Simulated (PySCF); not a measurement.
# How methods differ on the ionisation energy of Xe²⁺

Xe²⁺ [Kr] 4d10 5s2 5p4 (3P) → Xe³⁺ [Kr] 4d10 5s2 5p3 (4S), as a difference of total energies. All numbers are calculated (PySCF 2.14, a scalar-relativistic core potential, in def2-TZVPPD with the def2 core potential (28 electrons)). Correlated levels: valence: 4s2 4p6 4d10 frozen. The calculations carry no spin-orbit coupling.

```json
{"method": "UHF", "ionisation energy (eV)": "29.382", "difference from reference (eV)": "-1.668"}
{"method": "MP2 (valence)", "ionisation energy (eV)": "29.994", "difference from reference (eV)": "-1.056"}
{"method": "SCS-MP2 (valence)", "ionisation energy (eV)": "30.058", "difference from reference (eV)": "-0.992"}
{"method": "CCSD (valence)", "ionisation energy (eV)": "30.127", "difference from reference (eV)": "-0.923"}
{"method": "CCSD(T) (valence)", "ionisation energy (eV)": "30.147", "difference from reference (eV)": "-0.903"}
```

Reference: 31.05 ± 0.04 eV (semi-empirical (NIST evaluation); NIST Atomic Spectra Database, ionization energies).

The reference lies between the lowest fine-structure levels, while these numbers refer to the centres of the terms.

Errors of the correlated levels include the incompleteness of this basis and the frozen core.
